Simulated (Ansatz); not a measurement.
# Forces away from equilibrium

CHClOSi, closed shell, displaced at random from its PBE0-D4/def2-TZVP minimum.

```
5
angstrom
O -0.6018 1.6576 0.0173
Si -0.5594 0.2071 0.7067
C 0.3620 -0.9660 0.0303
Cl 0.7731 -2.5827 -0.0152
H -0.0316 1.7402 -0.7511
```

Computed with Ansatz 0.2.0 (basis: def2-TZVPP); correlated methods freeze the cores.

CCSD(T) forces from the calculation:
| atom | Fx | Fy | Fz (eV/Å) |
| --- | --- | --- | --- |
| O1 | -0.025 | 1.532 | -0.570 |
| Si2 | -1.189 | 0.379 | 1.401 |
| C3 | 1.277 | -2.288 | -0.896 |
| Cl4 | 0.036 | 0.233 | 0.048 |
| H5 | -0.099 | 0.144 | 0.016 |

Problem. Which atom feels the largest CCSD(T) force, and how large is it?

Solution. C3, 2.77 eV/Å, along (0.46, -0.83, -0.32).

Root-mean-square difference of the force components from those of CCSD(T): PBE-D4 0.247; r2SCAN-D4 0.181; PBE0-D4 0.239; wB97M-V 0.164 eV/Å.

T1 diagnostic: at most 0.039. The T1 diagnostic is large here, which may signal multireference character or strong orbital relaxation, so CCSD(T) is less sure. The restricted Hartree–Fock reference is unstable towards an unrestricted one here. These are differences at one structure, and CCSD(T) in triple zeta is itself an approximation.

For scale, one of the runs: CCSD(T)/def2-TZVPP forces, 160 basis functions (an equivalent command: `ansatz run in.yaml --threads 2`). Time: 84 s of wall clock on 2 CPU threads; the host was shared. Peak host memory: 1.9 GiB.
